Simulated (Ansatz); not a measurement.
Start from `CB(O)[SeH]` and change one atom or group to get `CB(O)CO`.

Ansatz, PBE0-D4/def2-TZVP geometries, multiplicity 1. Each molecule was computed in one conformer, which needn't be the lowest.

Scalar relativity is left out up to krypton.

```tsv
property	`CB(O)[SeH]`
size of the dipole moment (PBE/def2-TZVPP) / D	2.19
HOMO energy (B3LYP/def2-TZVPP) / eV	-6.80
HOMO–LUMO gap (PBE/def2-TZVPP) / eV	5.17
HOMO energy (PBE0/def2-TZVPP) / eV	-7.03
LUMO energy (PBE0/def2-TZVPP) / eV	0.23
HOMO energy (PBE/def2-TZVPP) / eV	-5.91
```

Q: What does the change do to each property? (Best estimate.)

A: The calculation gave: 
```csv
property,`CB(O)CO`,shift
size of the dipole moment (PBE/def2-TZVPP) / D,2.68,0.49
HOMO energy (B3LYP/def2-TZVPP) / eV,-7.15,-0.35
HOMO–LUMO gap (PBE/def2-TZVPP) / eV,5.14,-0.03
HOMO energy (PBE0/def2-TZVPP) / eV,-7.38,-0.35
LUMO energy (PBE0/def2-TZVPP) / eV,0.41,0.18
HOMO energy (PBE/def2-TZVPP) / eV,-5.75,0.16
```

With PBE0 the HOMO falls by 0.35 eV and the LUMO rises by 0.18 eV, so the gap widens by about 0.53 eV. PBE moves the HOMO by 0.16 eV and ωB97M-V by -0.62 eV. Dipoles are sizes alone; their direction can turn.

B3LYP here is the variant with VWN-RPA as its local correlation; programs differ in this.

Spin–orbit coupling is left out; it splits and shifts lone-pair levels of the heavy atoms by tenths of an eV.
